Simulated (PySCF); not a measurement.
Species: C5H8F2O.
Structure used (GFN2-xTB), in Å, numbered top down from 1:
```xyz
16
C5H8F2O angstrom
F      1.2618    1.1596    1.4796
C      0.9253    1.2069    0.1440
C     -0.5955    1.2459    0.0254
C     -1.1679   -0.1164    0.4089
C     -0.5303   -1.1800   -0.4817
C      0.9877   -1.1137   -0.3401
F      1.3353   -1.5866    0.9069
O      1.5236    0.1530   -0.5348
H      1.3992    2.1151   -0.2532
H     -0.8536    1.4912   -1.0061
H     -0.9713    2.0299    0.6826
H     -2.2518   -0.1211    0.2913
H     -0.9302   -0.3287    1.4532
H     -0.8586   -2.1796   -0.1974
H     -0.7855   -1.0050   -1.5283
H      1.5041   -1.7616   -1.0618
```

Vertical excitations from PySCF (density fitting, frozen core in the response, grid level 2 and gas phase unless stated; continuum runs use non-equilibrium linear response for the excitations) on a GFN2-xTB geometry. Reference run:

```
                          settings    S1, eV (f)    S2, eV (f)    S3, eV (f)  S4, eV (f)  S5, eV (f)  S6, eV (f)  T1, eV (Tamm–Dancoff)  mean α (au)
BP86/ANO-RCC-VDZP, TDA, 3 singlets  6.72 (0.005)  7.53 (0.001)  7.55 (0.016)           –           –           –                   6.61         58.4
```

Task: What do these settings give: (1) HF/STO-3G, TDHF, 12 singlets; (2) mPW1PW91/def2-SVPD, IEF-PCM dimethylsulfoxide, fitting basis def2-qzvpp-jkfit, full TDDFT, 25 singlets?

Result: 
```csv
settings,"S1, eV (f)","S2, eV (f)","S3, eV (f)","S4, eV (f)","S5, eV (f)","S6, eV (f)","T1, eV (Tamm–Dancoff)",mean α (au)
"HF/STO-3G, TDHF, 12 singlets",13.22 (0.004),13.25 (0.003),13.32 (0.002),13.50 (0.001),13.52 (0.000),15.10 (0.003),11.51,28.7
"mPW1PW91/def2-SVPD, IEF-PCM dimethylsulfoxide, fitting basis def2-qzvpp-jkfit, full TDDFT, 25 singlets",7.98 (0.005),8.76 (0.022),8.79 (0.004),8.96 (0.008),9.03 (0.009),9.17 (0.002),–,81.1
```

(1) S1 moves by +6.50 eV; functional, basis and response scheme change together, so the shift can't be laid on one. (2) S1 moves by +1.26 eV; functional, basis, environment and response scheme change together, so the shift can't be laid on one. States are counted by energy in each run and needn't keep their character from row to row.

ANO-RCC sets were contracted for a scalar-relativistic Hamiltonian, but ran non-relativistically here.

Task: Give the leading configurations of S1 (H = HOMO, L = LUMO) and the HOMO–LUMO gap of each run.

Result: 
```
                                                                                              settings            S1 configurations (weight)  S1 (eV)  orbital gap (eV)  S1 − gap (eV)
                                                                    BP86/ANO-RCC-VDZP, TDA, 3 singlets                              H→L 1.00     6.72              6.68          +0.04
                                                                          HF/STO-3G, TDHF, 12 singlets  H→L 0.23, H−3→L+1 0.12, H−2→L+1 0.09    13.22             23.97         -10.75
mPW1PW91/def2-SVPD, IEF-PCM dimethylsulfoxide, fitting basis def2-qzvpp-jkfit, full TDDFT, 25 singlets                              H→L 0.98     7.98              9.11          -1.13
```

The structure is a single GFN2-xTB conformer; no vibrational corrections. The basis is contracted for a relativistic Hamiltonian, but the run is non-relativistic.
